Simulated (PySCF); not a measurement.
C4H5FSi, SMILES F[SiH2]/C=C\C#C. Heavy atoms are numbered as in [CH:1]#[C:2]/[CH:3]=[CH:4]\[SiH2:5][F:6]. Hydrogens are named by the atom that carries them.

Geometry: ωB97X-D3(BJ)/def2-SVP. The structure was generated by enumeration; whether it is a known compound was not checked. Other conformers were not sampled.

These are PBE/pcSseg-1 in PySCF values and carry that method's errors.

GIAO shieldings, no solvent; atoms alike by connectivity are averaged. δ = σ(ref) − σ: ¹³C against TMS (σ = 182.0 ppm); ²⁹Si against TMS (σ = 335.4 ppm); ¹⁹F against CFCl3 (σ = 133.6 ppm); ¹H against TMS (σ = 31.49 ppm), references at their B3LYP-D3(BJ)/def2-TZVP geometries, non-relativistic.

| atoms | nucleus | count | δ (ppm) |
|---|---|---|---|
| C4 (CH) | ¹³C | 1 | 150.5 |
| C3 (CH) | ¹³C | 1 | (withheld) |
| C1 (CH) | ¹³C | 1 | (withheld) |
| C2 | ¹³C | 1 | 88.3 |
| Si5 (SiH2) | ²⁹Si | 1 | (withheld) |
| F6 | ¹⁹F | 1 | -254.2 |
| H on C4 | ¹H | 1 | 6.80 |
| H on C3 | ¹H | 1 | (withheld) |
| H on Si5 | ¹H | 2 | 5.97 |
| H on C1 | ¹H | 1 | (withheld) |

Question: What belongs in the gaps? (Estimate from the structure and the level; the computed values follow.)

Answer: 
- Si5 (SiH2), δ (ppm): -4.5
- C3 (CH), δ (ppm): 134.7
- C1 (CH), δ (ppm): 93.9
- H on C3, δ (ppm): 6.64
- H on C1, δ (ppm): 3.63
